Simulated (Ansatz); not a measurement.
`C[O][AlH][O]C`. Charge 0, multiplicity 1.

```xyz
12

C    -2.0219    0.2379    0.4310
O    -1.0499    1.2355    0.4049
Al    0.5897    1.4461    0.1114
O     1.6331    0.1948   -0.2941
C     1.6367   -1.1824   -0.5038
H    -2.4408    0.1421    1.4386
H    -1.6311   -0.7433    0.1344
H    -2.8420    0.4921   -0.2489
H     1.1791    2.8912    0.2226
H     2.3645   -1.6631    0.1586
H     1.9243   -1.4084   -1.5363
H     0.6582   -1.6424   -0.3185
```

(1) What are the harmonic wavenumbers in cm⁻¹ at PBE0-D4/def2-TZVP (Ansatz, finite differences of forces, unscaled)? (Estimate.)

Results:

(1) Computed: 26i, 49, 92, 94, 109, 177, 327, 485, 639, 642, 785, 1182, 1185, 1191, 1192, 1243, 1248, 1484, 1489, 1490, 1495, 1498, 1505, 2008, 3003, 3007, 3065, 3068, 3078, 3078.
